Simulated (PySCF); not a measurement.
**Excitation energy of Al²⁺ by level of theory**

Al²⁺ [Ne] 3s1 (2S) → Al²⁺ [Ne] 3p1 (2P), as a difference of total energies. Calculation: PySCF 2.14, in ANO-RCC-VTZP; the spin-free X2C one-electron Hamiltonian (Gaussian nucleus). Correlated levels: valence and next inner shell: 1s2 frozen. The calculations carry no spin-orbit coupling.

```json
{"method": "UHF", "excitation energy (eV)": "6.563"}
{"method": "LDA", "excitation energy (eV)": "6.324"}
{"method": "PBE", "excitation energy (eV)": "6.176"}
{"method": "PBE0", "excitation energy (eV)": "6.275"}
{"method": "r2SCAN", "excitation energy (eV)": "6.158"}
{"method": "wB97X", "excitation energy (eV)": "6.126"}
{"method": "TPSSh", "excitation energy (eV)": "6.118"}
{"method": "MN15", "excitation energy (eV)": "6.018"}
{"method": "BHandHLYP", "excitation energy (eV)": "6.494"}
{"method": "MP2 (valence and next inner shell)", "excitation energy (eV)": "6.651"}
{"method": "SCS-MP2 (valence and next inner shell)", "excitation energy (eV)": "6.626"}
```

Problem. How much does correlation contribute at MP2 (valence and next inner shell)?

Solution. 6.651 − (6.563) = 0.088 eV, measured against UHF.

A first-order spin-orbit estimate (lowest level to lowest level, LS coupling) adds -0.015 eV.

The basis was made for the ground configuration and has no added diffuse functions, so the excitation energy can come out too high.
